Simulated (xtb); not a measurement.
Cl3Er (SMILES [Cl][Er]([Cl])[Cl]), quartet, geometry from GFN2-xTB (such geometries of metal compounds can be far from the true shape) (GFN-xTB holds the 4f electrons in the core, so unpaired electrons go into valence orbitals and the state isn't the physical one); GFN2-xTB (xtb 6.7.1).

Input for xtb:
```
$ xtb mol.xyz --gfn 2 --uhf 3 --etemp 3000 --json

# file mol.xyz
4

Er     0.12289701     0.36847966     0.24914132
Cl     1.86868660    -0.78311988    -0.87755418
Cl    -0.95592314    -1.39457592     1.42011854
Cl    -1.40435151     0.70377715    -1.53912964
```

It wrote (shortened):

```
   ID    Z sym.   atoms
    1   68 Er     1
    2   17 Cl     2-4

           -------------------------------------------------
          |                Calculation Setup                |
           -------------------------------------------------

           -------------------------------------------------
          |                 G F N 2 - x T B                 |
           -------------------------------------------------

          ...................................................
          :                      SETUP                      :
          :.................................................:
          :  # basis functions                  40          :
          :  # atomic orbitals                  36          :
          :  # shells                           12          :
          :  # electrons                        24          :
          :  max. iterations                   250          :
          :  Hamiltonian                  GFN2-xTB          :
          :  restarted?                      false          :
          :  GBSA solvation                  false          :
          :  PC potential                    false          :
          :  electronic temp.         3000.0000000     K    :
          :  accuracy                    1.0000000          :
          :  -> integral cutoff          0.2500000E+02      :
          :  -> integral neglect         0.1000000E-07      :
          :  -> SCF convergence          0.1000000E-05 Eh   :
          :  -> wf. convergence          0.1000000E-03 e    :
          :  Broyden damping             0.4000000          :
          :  net charge                          0          :
          :  unpaired electrons                  3          :
          ...................................................

 iter      E             dE          RMSdq      gap      omega  full diag
   1     -0.2158000 -0.215800E+00  0.543E+01    0.00       0.0  T
   2    -12.5559316 -0.123401E+02  0.273E+01    0.00       1.0  T
   3    -13.7587737 -0.120284E+01  0.180E+01    0.02       1.0  T
   4    -14.2421077 -0.483334E+00  0.147E+01    0.00       1.0  T
   5    -14.2865126 -0.444049E-01  0.141E+01    0.00       1.0  T
   6    -14.3238670 -0.373543E-01  0.127E+01    0.01       1.0  T
   7    -14.7137717 -0.389905E+00  0.613E+00    0.00       1.0  T
   8    -14.6879303  0.258413E-01  0.639E+00    0.00       1.0  T
   9    -14.7747683 -0.868380E-01  0.272E+00    0.01       1.0  T
[...]
         :: total energy             -14.769263849584 Eh    ::
[...]
        23                         -0.0004319              -0.0118
        24                         -0.0004239              -0.0115
       ...                                ...                  ...
        36                          0.4397453              11.9661
      -------------------------------------------------------------
                  HL-Gap            0.0010980 Eh            0.0299 eV
             Fermi-level           -0.3986337 Eh          -10.8474 eV

     #   Z          covCN         q      C6AA      α(0)
     1  68 Er       2.172     0.319   277.947    35.572
     2  17 Cl       0.724    -0.107   102.187    15.462
     3  17 Cl       0.724    -0.107   102.187    15.462
     4  17 Cl       0.724    -0.105   102.144    15.459

 Mol. C6AA /au·bohr⁶  :       2168.153505
 Mol. C8AA /au·bohr⁸  :     190314.531908
 Mol. α(0) /au        :         81.954413

Wiberg/Mayer (AO) data.
largest (>0.10) Wiberg bond orders for each atom

 ---------------------------------------------------------------------------
     #   Z sym  total        # sym  WBO       # sym  WBO       # sym  WBO
 ---------------------------------------------------------------------------
     1  68 Er   2.609 --     3 Cl   0.870     2 Cl   0.870     4 Cl   0.869
     2  17 Cl   0.964 --     1 Er   0.870
     3  17 Cl   0.964 --     1 Er   0.870
     4  17 Cl   0.964 --     1 Er   0.869
 ---------------------------------------------------------------------------

Topologies differ in total number of bonds
Writing topology from bond orders to xtbtopo.mol

molecular dipole:
                 x           y           z       tot (Debye)
 q only:        0.170       0.521       0.347
   full:        0.346       1.029       0.699       3.282
molecular quadrupole (traceless):
                xx          xy          yy          xz          yz          zz
 q only:       -0.959       0.709       1.136       0.546       1.507      -0.177
  q+dip:       -2.275       1.729       2.693       1.249       3.619      -0.418
   full:       -2.776       2.066       3.306       1.529       4.370      -0.530

           -------------------------------------------------
          | TOTAL ENERGY              -14.769263849584 Eh   |
          | GRADIENT NORM               0.005620757214 Eh/α |
          | HOMO-LUMO GAP               0.029877388830 eV   |
           -------------------------------------------------

normal termination of xtb
```
